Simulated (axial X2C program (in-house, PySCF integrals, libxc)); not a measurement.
**Nuclear properties of GeSe⁺**

Computed with an in-house all-electron X2C program for linear molecules (integrals from PySCF): two-component X2C with atomic mean-field Coulomb and Gaunt terms, Gaussian nuclei, basis Se dyall-cv3z, Ge dyall-cv3z with contracted cores.

R = 2.292 Å (near the PBE0 minimum at charge 1 of the determinant lowest at the starting distance; the state shown can have its own minimum elsewhere).

Input and command:
```json
{"zs": [34, 32], "q": 1, "bas": ["dyall-cv3z", "dyall-cv3z"], "r0": 2.18, "levels": ["PBE0", "HF", "B3LYP", "BHandHLYP", "LDA"], "nst": 3}
```
```bash
python soeom.py task.json out
```

Keys: zs atomic numbers; q charge; bas basis sets; r0 starting distance in Å; levels methods; nst determinants followed.

Determinant lowest in the PBE0 search, Ω = 3/2 (⟨Sz⟩ = 0.50, ⟨Lz⟩ = 1.00 at PBE0), spin on the atoms Se 0.48, Ge 0.02:

```csv
level,Eeff magnitude (GV/cm),Ws magnitude Se (kHz),A∥/gI Se (MHz),qzz Se (a.u.),A∥/gI Ge (MHz),qzz Ge (a.u.)
PBE0,0.213,0.0584,335,-2.08,80.4,-4.37
HF,0.719,0.155,327,-1.48,81.1,-4.93
B3LYP,0.166,0.0464,359,-2.23,80.9,-4.31
BHandHLYP,0.256,0.0668,356,-1.88,74.6,-4.61
LDA,0.106,0.035,381,-2.48,79.6,-4.12
```

Determinant 0.20 eV from it at PBE0 and this distance, Ω = 1/2 (⟨Sz⟩ = -0.49, ⟨Lz⟩ = 0.99 at PBE0), spin on the atoms Se -0.48, Ge -0.01:

```json
{"level": "PBE0", "Eeff magnitude (GV/cm)": "0.58", "Ws magnitude Se (kHz)": "0.235", "Ws magnitude Ge (kHz)": "0.286", "A∥/gI Se (MHz)": "2050", "qzz Se (a.u.)": "-2.24", "A∥/gI Ge (MHz)": "323", "qzz Ge (a.u.)": "-4.29"}
{"level": "HF", "Eeff magnitude (GV/cm)": "1.59", "Ws magnitude Se (kHz)": "0.237", "Ws magnitude Ge (kHz)": "1.15", "A∥/gI Se (MHz)": "1800", "qzz Se (a.u.)": "-1.67", "A∥/gI Ge (MHz)": "298", "qzz Ge (a.u.)": "-4.75"}
{"level": "B3LYP", "Eeff magnitude (GV/cm)": "0.697", "Ws magnitude Se (kHz)": "0.297", "Ws magnitude Ge (kHz)": "0.32", "A∥/gI Se (MHz)": "2010", "qzz Se (a.u.)": "-2.35", "A∥/gI Ge (MHz)": "345", "qzz Ge (a.u.)": "-4.22"}
{"level": "BHandHLYP", "Eeff magnitude (GV/cm)": "0.78", "Ws magnitude Se (kHz)": "0.316", "Ws magnitude Ge (kHz)": "0.378", "A∥/gI Se (MHz)": "2000", "qzz Se (a.u.)": "-2.05", "A∥/gI Ge (MHz)": "296", "qzz Ge (a.u.)": "-4.52"}
{"level": "LDA", "Eeff magnitude (GV/cm)": "0.827", "Ws magnitude Se (kHz)": "0.318", "Ws magnitude Ge (kHz)": "0.405", "A∥/gI Se (MHz)": "1960", "qzz Se (a.u.)": "-2.45", "A∥/gI Ge (MHz)": "426", "qzz Ge (a.u.)": "-4.00"}
```

Eeff is the effective electric field on the electron electric dipole moment in this Ω state and Ws the scalar–pseudoscalar constant of the nucleus named (defined with the proton number Z and per Ω); A∥ (defined per Ω) follows by multiplying with gI = μI/(I μN); qzz is the electric field gradient, eQq0 = 234.96 MHz × Q/barn × qzz. The operators were transformed with the bare-nucleus X2C matrices; with these basis sets, hyperfine constants and field gradients can be off by tens of per cent, and where levels differ in sign neither size nor sign is settled.

(1) With gI(77Se) = 1.0701, gI(73Ge) = -0.1954, Q(73Ge) = -0.196 barn (g factors from the IAEA table of nuclear moments by Stone; Q from Pyykkö, Mol. Phys. 2018), turn the PBE0 values of the first state into constants in MHz.

Each state is one determinant with collinear spin. Unrestricted Hartree–Fock can overshoot spin polarisation at the nuclei. Where Eeff spreads by more than a factor of two the levels disagree and none is to be relied on. The search compared states at one distance, so a state with another bond length can lie lower. The sign of Ws at Ge differs between levels in the first state. PBE0 term energies can be off by some tenths of an eV.

Answers

(1) A∥(77Se) = 335 × 1.0701 = 358 MHz; A∥(73Ge) = 80.4 × -0.1954 = -15.7 MHz; eQq0(73Ge) = 234.96 × (-0.196) × (-4.37) = 201 MHz.
